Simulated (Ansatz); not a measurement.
Computed with Ansatz on PBE0-D4/def2-TZVP structures; ΔE is electronic, products minus reactants. CBS: MP2 limit from def2 TZ/QZ plus the TZ coupled-cluster correction, frozen cores. This one scheme is used for every species, atoms too. DFT in def2-TZVPP. Open shells (•) are unrestricted, without spin–orbit coupling. Spin–orbit coupling would lower the free atoms: a little for C; strongly for I. def2 core potentials past Kr. Bonds to I are less sure, by a few kJ/mol each and by 10 to 20 or more in all where they break to atoms, as the def2 sets lack core-valence functions.

Reaction (atomization): `IC1CCC1` → 4 C• + 7 H• + I•

| species | PBE0 energy (Eh) |
| --- | --- |
| `IC1CCC1` | -454.19853 |
| C• | -37.80537 |
| H• | -0.50104 |
| I• | -297.69312 |

Task: Work out ΔE.

Result: ΔE = 7 × (-0.50104) + 4 × (-37.80537) + (-297.69312) − (-454.19853) = 1.77665 Eh = +4664.6 kJ/mol. CCSD(T)/CBS gives +4640.3 kJ/mol.

Largest T1 diagnostic among the species: 0.009.

The D4 term adds +45.8 kJ/mol with B3LYP and +23.8 kJ/mol with PBE0; it sums over pairs of atoms, weighted by their polarisabilities, and B3LYP, whose exchange is more repulsive, gets the larger term. In def2-TZVPP, CCSD(T) changes the Hartree–Fock value by +1108.3 kJ/mol (the triples alone add +70.4 kJ/mol) and MP2 by +1185.4 kJ/mol; breaking electron pairs costs correlation energy, which Hartree–Fock lacks. From PBE to PBE0 (25 % exact exchange), in def2-TZVPP and without D4, ΔE moves by −58.2 kJ/mol: exact exchange takes away binding that semilocal exchange gives to molecules.

B3LYP here is the variant with VWN-RPA as its local correlation; programs differ in this.

For atomizations the MP2-based limit and the directly extrapolated one differ by several kJ/mol either way, and by 10 to 25 for some Ge, Se and Sn compounds, so smaller differences from it don't rank the levels.
